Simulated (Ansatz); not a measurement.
Compare A (`[CH3][Sn]([OH])([F])[Cl]`) with its isomer B (`C[O][SnH]([F])[Cl]`).

Isolated molecules relaxed with PBE0-D4/def2-TZVP in Ansatz; ΔE leaves out vibrations. CCSD(T)/CBS adds triple-zeta CCSD(T) − MP2 to the extrapolated MP2 energy (def2 sets, frozen cores). Functionals use def2-TZVPP. B3LYP here is the variant with VWN-RPA as its local correlation; programs differ in this. Elements past krypton have def2 core potentials. For Sn outer-core shells are correlated without core-valence functions, which leaves a few kJ/mol of doubt a bond. Each species was taken in one conformer, which may not be the lowest.

**Question.** Which isomer does CCSD(T)/CBS put lower? Give the gap. (An estimate is asked.)

**Answer.** The calculation gave: A, by 25.8 kcal/mol.

**Question.** Give E(B) − E(A) in kcal/mol with LDA (SPW92), BLYP-D4, B2PLYP, MP2/def2-TZVPP, HF/def2-TZVPP, B3LYP, ωB97M-V. (Best estimate.)

**Answer.** Computed: LDA (SPW92) 23.1, BLYP-D4 23.1, B2PLYP 24.5, MP2/def2-TZVPP 27.2, HF/def2-TZVPP 21.4, B3LYP 23.4, ωB97M-V 24.3. None reverses the order clearly.

**Question.** Does the order hold for the free energy at 298.15 K (harmonic terms from PBE0-D4)? (Estimate.)

**Answer.** Ansatz gave: Yes: G(B) − G(A) = +25.9 kcal/mol, for one conformer each. Modes under 60 cm⁻¹, often nearly free rotors, make the harmonic entropy too high.

Largest T1 diagnostic: 0.014.

At CCSD(T), def2-SVP lies −6.5 kcal/mol from the extrapolated value and def2-TZVPP −0.8 kcal/mol. In def2-TZVPP, CCSD(T) changes the Hartree–Fock value by +3.5 kcal/mol (the triples alone add +0.3 kcal/mol) and MP2 by +5.7 kcal/mol.
